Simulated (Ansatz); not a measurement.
Ansatz (an electronic-structure program) input (PBE-QIDH/def2-TZVPD):

Ansatz 0.2 input:
```yaml
crystal:
  periodic: [false, false, false]
  atoms:
    - {symbol: C, position_ang: [2.14659869, 0.21519083, 0.97926990]}
    - {symbol: C, position_ang: [0.90239964, 0.61882214, 0.19424405]}
    - {symbol: C, position_ang: [-0.05203140, -0.55684944, -0.04045634]}
    - {symbol: C, position_ang: [-1.25650228, -0.16885430, -0.85553161]}
    - {symbol: C, position_ang: [-2.49992596, -0.21937369, -0.46588767]}
    - {symbol: H, position_ang: [2.80994526, 1.06720388, 1.13780977]}
    - {symbol: H, position_ang: [1.87941645, -0.18602130, 1.95970553]}
    - {symbol: H, position_ang: [2.71319721, -0.55507597, 0.45045458]}
    - {symbol: H, position_ang: [0.36542525, 1.40924018, 0.72566272]}
    - {symbol: H, position_ang: [1.19589469, 1.04278263, -0.77127991]}
    - {symbol: H, position_ang: [-0.37761605, -0.96927244, 0.91670360]}
    - {symbol: H, position_ang: [0.48851609, -1.35324076, -0.56466928]}
    - {symbol: H, position_ang: [-1.04046280, 0.20599099, -1.86300438]}
    - {symbol: H, position_ang: [-3.47754820, 0.00477947, -0.86121263]}
basis:
  gaussian:
    orbitals: def2-TZVPD
hamiltonian:
  xc: {name: PBE-QIDH}
magnetization: {spin_polarized: true, initial_magnetization: 1}
correlation: {electrons: outside_noble_gas}
```

Output:

```
Functional definition: PBE-QIDH
integrals: 0.65 GiB planned
1852 factors; integrals over basis functions are off by at most 8.0e-4 eV
0.40 GiB of the device are held for the grids
1.29 GiB of device memory are held for the factors and their scratch space
mean field: 2.36 GiB planned
mean field evaluation 1: about -5310.0678 eV, gradient 3.1e1 eV
mean field evaluation 2: about -5310.0981 eV, gradient 3.1e1 eV
mean field evaluation 4: about -5315.1575 eV, gradient 3.4e0 eV
mean field evaluation 8: about -5315.2512 eV, gradient 5.3e-1 eV
mean field evaluation 16: about -5315.2724 eV, gradient 9.2e-3 eV
mean field -5315.27237317 eV, -195.3326568931 hartree, gradient 1.6e-6 eV, S^2 0.801569; 0 other end points of the search recorded, 0 dependent functions left out
5 core orbitals not correlated
reference -5315.27238909 eV, -195.3326574780 hartree; 15, 14 occupied and 246, 247 virtual orbitals, 1852 factors
second order -24.43437103 eV of doubles, -0.00000000 eV of singles
Total energy: -5323.41717943 eV, -195.6319730024 hartree
```

It need not be the lowest isomer of its formula.
